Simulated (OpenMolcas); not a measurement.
Kr3+: effect of the active space

| Item | Value |
| --- | --- |
| Program | OpenMolcas 26.06 |
| Method | CASSCF or its RAS form |
| Basis | ANO-RCC-VQZP |
| Scalar Hamiltonian | DKH2, point nucleus |
| Spin-orbit coupling | RASSI with atomic mean-field integrals over the reference wave functions, term energies averaged over their components |

A. 3 electrons in 3 orbitals (4p); 2S+1 = 4 odd, 1 root; 2S+1 = 2 odd, 8 roots; cost roughly 3 core-seconds
B. 5 electrons in 4 orbitals (4s 4p); 2S+1 = 4 odd, 1 root; 2S+1 = 2 odd, 8 roots; 2S+1 = 4 even, 3 roots; 2S+1 = 2 even, 9 roots; cost about 13 core-seconds
C. 5 electrons in 8 orbitals (4s 4p 5s 5p); 2S+1 = 4 odd, 1 root; 2S+1 = 2 odd, 8 roots; 2S+1 = 4 even, 3 roots; 2S+1 = 2 even, 9 roots; cost of the order of 22 core-seconds
D. 3 electrons in 9 orbitals (RAS2 4p; RAS3 4d 5s, at most 1 electron); 2S+1 = 4 odd, 1 root; 2S+1 = 2 odd, 8 roots; 2S+1 = 4 even, 18 roots; 2S+1 = 2 even, 54 roots; cost of the order of 40 core-seconds
E. 5 electrons in 9 orbitals (RAS2 4s 4p; RAS3 4d, at most 2 electrons); 2S+1 = 4 odd, 1 root; 2S+1 = 2 odd, 11 roots; 2S+1 = 4 even, 3 roots; 2S+1 = 2 even, 9 roots; cost roughly 30 core-seconds

Energies in cm-1 above 4s2 4p3 4S* 3/2, the measured ground level; measured values from Saloman, J. Phys. Chem. Ref. Data 36, 215 (2007).

```
          Level      A      B      C      D      E  Measured
4s2 4p3 4S* 3/2    0.0    0.0    0.0    0.0    0.0       0.0
4s2 4p3 2D* 3/2  22009  21591  21252  22009  21644     17038
4s2 4p3 2D* 5/2  23240  23302  23028  23240  23009     18700
4s2 4p3 2P* 1/2  38316  33029  32442  38316  35646     31056
4s2 4p3 2P* 3/2  39997  35144  34628  39997  37400     33406
```

Deviations, from unrounded energies. A percentage is the sum of absolute deviations over the sum of measured energies, with the sign that they share, or ± where signs differ.

| Against measurement | Levels | A | B | C | D | E |
| --- | --- | --- | --- | --- | --- | --- |
| mean absolute deviation (cm-1) | 4 | 5800 | 3200 | 2800 | 5800 | 4400 |
| other terms of the ground configuration (%) | 4 | +23.3 | +12.8 | +11.1 | +23.3 | +17.5 |

C lies closest to measurement on these levels and A furthest from it. The largest miss of C in the table is 4s2 4p3 2D* 5/2, by +4300 cm-1. The ranking rests on the paired levels alone, and a cruder setting can come out closer through cancelling errors.

Among A to E the level of the table that moves most is 4s2 4p3 2P* 1/2, by 5900 cm-1 (lowest in C, highest in A).

With the s shell closed, the reference lacks s² → p² mixing (holds for A; D). Active for correlation alone: 5p 5s; no level in the range computed is led by a configuration that fills them, so any true level of that kind is missing (holds for C). The run also gave levels led by 4s2 4p2 4d, which use shells meant for correlation; these and all levels above them are left out (holds for E). Measured partners are found by configuration, term and J. A level has none where our copy of the source lacks it or the pairing is in doubt (some pairs that miss far off the trend of their configuration count as doubtful), and it then counts in no deviation. Levels of configurations outside the active space are missing. The table leaves out levels that lie high or whose names do not pair safely across all columns.

* marks odd parity.
